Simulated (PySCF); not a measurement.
## Calculated properties of `CCC(C)(C)[SiH]1[SiH2][SiH2][SiH2]1`

C5H18Si4.
Atom-mapped SMILES: `[CH3:1][CH2:2][C:3]([CH3:4])([CH3:5])[SiH:6]1[SiH2:7][SiH2:8][SiH2:9]1` (hydrogens: H10, H11, H12 on C1; H13, H14 on C2; H15, H16, H17 on C4; H18, H19, H20 on C5; H21 on Si6; H22, H23 on Si7; H24, H25 on Si8; H26, H27 on Si9)

Cartesian coordinates in Å at the PBE0-D3(BJ)/def2-SVP level; atoms count from 1:
```xyz
27
C5H18Si4 angstrom
C     -2.2862    1.5201    1.2590
C     -2.1972    0.0270    0.9857
C     -0.8844   -0.4926    0.3708
C     -0.6556    0.0831   -1.0284
C     -0.9641   -2.0205    0.2832
Si     0.6046   -0.0457    1.5038
Si     1.5307    2.1073    1.1439
Si     3.0211    1.1549   -0.4233
Si     2.6521   -0.9061    0.6745
H     -1.5555    1.8421    2.0188
H     -3.2847    1.7876    1.6363
H     -2.1059    2.1201    0.3540
H     -3.0174   -0.2686    0.3034
H     -2.3820   -0.5221    1.9255
H     -0.5777    1.1815   -1.0298
H     -1.4914   -0.1910   -1.6964
H      0.2671   -0.3128   -1.4831
H     -0.0741   -2.4521   -0.2008
H     -1.0663   -2.4850    1.2774
H     -1.8451   -2.3201   -0.3123
H      0.2720   -0.3898    2.9248
H      2.3112    2.5224    2.3549
H      0.6576    3.2449    0.7156
H      2.4267    1.1432   -1.7979
H      4.4181    1.6835   -0.5028
H      2.6478   -2.1626   -0.1403
H      3.6393   -1.0555    1.7918
```

Among its groups: Si–H bond and C–Si bond.

PBE0-D3(BJ)/def2-SVP geometry optimisation, gas phase (PySCF):

```yaml
Point_group: C1
Rotational_constants_A_B_C: 1.187, 0.619, 0.512 GHz
```

CAM-B3LYP/pcSseg-1 ground state and GIAO shieldings, non-relativistic (PySCF):

```yaml
Dipole_moment: 1.32 D
HOMO_energy: -8.42 eV
LUMO_energy: 0.15 eV
HOMO–LUMO_gap: 8.57 eV
13C_chemical_shifts_computed_TMS_as_zero_by_class: 40.0 (C2), 29.1 (C4/C5), 22.9 (C3), 14.6 (C1) ppm
1H_chemical_shifts_computed_TMS_as_zero_by_class: 4.25 (H21), 3.95 (H25), 3.84 (H23/H26), 3.83 (H22/H27), 3.80 (H24), 1.21 (H13/H14), 1.02 (H10/H11/H12), 1.01 (H15/H16/H17/H18/H19/H20) ppm
Isotropic_shieldings_of_nuclei_other_than_C_and_H_by_class: 362 (Si6), 433 (Si8), 436 (Si7/Si9) ppm
```

Monoisotopic mass from the formula: 190.0486 u.

A dipole of 1.32 D is allowed in C1, and pure rotational transitions are dipole-allowed. In atomic units the dipole is 0.52 e·bohr (1 au = 2.5417 D). The rotational constants make it an asymmetric top with κ = (2B − A − C)/(A − C) = -0.68, nearer the prolate limit (−1). With B = h/(8π²I), that is 505.379 GHz u Å² over I, the principal moments of inertia are 425.6, 816.9 and 987.1 u Å² (most abundant isotopes).

One conformer (not necessarily the lowest) at the PBE0-D3(BJ)/def2-SVP geometry, without solvent or vibrations. NMR classes are plain means over equivalent atoms (diastereotopic ones count apart unless rotation or inversion swaps them), as if these changed places fast; in this geometry the members of some classes differ.
